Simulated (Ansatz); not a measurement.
Consider the ligand exchange at the Si–O bond: `[SiH3]OC[SiH2]S` + `OBN[SiH3]` → `OBN([SiH3])[SiH3]` + `OC[SiH2]S`.

Calculated with Ansatz (gas phase, PBE0-D4/def2-TZVP geometries, no zero-point term in ΔE). CCSD(T)/CBS is the MP2 limit (def2-TZVPP, def2-QZVPP) plus CCSD(T) − MP2 in def2-TZVPP, frozen cores. DFT in def2-TZVPP. B3LYP here is the variant with VWN-RPA as its local correlation; programs differ in this. Each species was taken in one conformer, which may not be the lowest.

Task: Is it downhill or uphill in electronic energy at CCSD(T)/CBS, and by how much? (An estimate is asked.)

Result: Computed: Uphill: ΔE = +0.40 eV.

Task: What do these levels give: r2SCAN-D4, B3LYP-D4, ωB97X-V, B2PLYP, PBE, PBE0, MP2/def2-TZVPP, SCS-MP2/def2-TZVPP, CCSD/def2-TZVPP, HF/def2-QZVPP, SCS-MP2/def2-QZVPP, CCSD/CBS(def2)? (An estimate is asked.)

Result: Ansatz gave: r2SCAN-D4 0.43, B3LYP-D4 0.46, ωB97X-V 0.42, B2PLYP 0.47, PBE 0.41, PBE0 0.40, MP2/def2-TZVPP 0.40, SCS-MP2/def2-TZVPP 0.43, CCSD/def2-TZVPP 0.42, HF/def2-QZVPP 0.55, SCS-MP2/def2-QZVPP 0.43, CCSD/CBS(def2) 0.42 eV.

Largest T1 diagnostic among the species: 0.012.

The D4 term adds −0.05 eV with B3LYP and −0.02 eV with PBE0; it sums over pairs of atoms, weighted by their polarisabilities, and B3LYP, whose exchange is more repulsive, gets the larger term. In def2-TZVPP, CCSD(T) changes the Hartree–Fock value by −0.14 eV (the triples alone add −0.02 eV) and MP2 by −0.14 eV.
